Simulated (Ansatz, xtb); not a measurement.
## Two isomers of C4H3BrFN

We compare I, `Fc1[nH]ccc1Br`, a singlet, with II, `Fc1ccc(Br)[nH]1`, a singlet. Both are isolated molecules in the gas phase, relaxed with B3LYP-D3(BJ)/def2-SVP.

I (Å):

```xyz
10

C    -0.7625   -2.2991   -0.0534
C     0.9061   -0.8124   -0.0077
C     1.4782   -2.0650   -0.0758
C     0.4107   -3.0176   -0.1051
Br    0.5450   -4.8892   -0.1961
F    -2.0227   -2.7012   -0.0537
N    -0.4675   -0.9681    0.0055
H    -1.1591   -0.2306    0.0509
H     1.3599    0.1741    0.0324
H     2.5401   -2.2948   -0.1026
```

II (Å):

```xyz
10

C    -0.8614   -1.7450   -0.3438
C    -0.0495   -0.6841   -0.0283
C     1.2379   -1.2437    0.2691
C     1.1345   -2.6083    0.1177
Br    2.4099   -3.9644    0.3399
F    -2.1402   -1.7854   -0.6932
N    -0.1584   -2.9152   -0.2596
H    -0.3392    0.3630   -0.0119
H     2.1343   -0.7027    0.5604
H    -0.5236   -3.8413   -0.4420
```

Energies in hartree; the thermal terms are from GFN2-xTB frequencies at re-optimised GFN2-xTB minima (ideal gas, soft modes damped towards free rotors, one conformer each, 298.15 K, 1 atm) and include the zero-point energy:

|  | I | II |
| --- | --- | --- |
| E, CCSD(T)/def2-SVP | −2880.092251 | −2880.092327 |
| E, MP2/def2-SVP | −2880.030819 | −2880.031306 |
| E, MP2/def2-TZVPP | −2880.959545 | −2880.960534 |
| zero-point energy | 0.062797 | 0.062715 |
| H(298 K) − E | 0.069933 | 0.069852 |
| G(298 K) − E | 0.031287 | 0.031229 |

Problem. Correct the CCSD(T) difference for the basis set by the MP2 change, then work out ΔE, ΔE₀, ΔH and ΔG for I → II in kJ/mol (1 Eh = 2625.50 kJ/mol) and the equilibrium ratio [II]/[I].

Solution. 1. Differences II − I: CCSD(T) −0.000076, MP2 in the small set −0.000487, MP2 in the large set −0.000989 Eh.
2. ΔE = −0.000076 + (−0.000989 − (−0.000487)) = −0.000578 Eh = −1.52 kJ/mol.
3. ΔE₀ = ΔE + ΔZPE = −0.000578 + (−0.000082) Eh = −1.73 kJ/mol.
4. ΔH = ΔE + (−0.000081) Eh = −1.73 kJ/mol.
5. ΔG = ΔE + (−0.000058) Eh = −1.67 kJ/mol, so ΔS = (ΔH − ΔG)/T = −0.2 J/(mol K).
6. kT = 0.9442 mEh, so K = [II]/[I] = exp(−ΔG/kT) = exp(+0.67) ≈ 2.

The two are too close for this level to say which is favoured. An error of 4 kJ/mol in ΔG would change K by a factor of 5. Mirror images and further conformers aren't counted.

As drawn, both hold the same kinds of bond in the same numbers.

Other levels gave ΔE = −8.8 (GFN2-xTB); −1.2 (HF/STO-3G, GFN2-xTB geometries); −2.7 (r2SCAN-D4/def2-SVP, GFN2-xTB geometries); −2.3 (B3LYP-D3(BJ)/def2-SVP); +0.2 (HF/def2-SVP); −1.3 (MP2/def2-SVP); −0.2 (CCSD(T)/def2-SVP) kJ/mol. The correlated steps freeze 15 core orbitals; the filled d shell of Br is correlated, in a basis made for valence electrons. Programs: Ansatz 0.2.0, xtb 6.7.1.
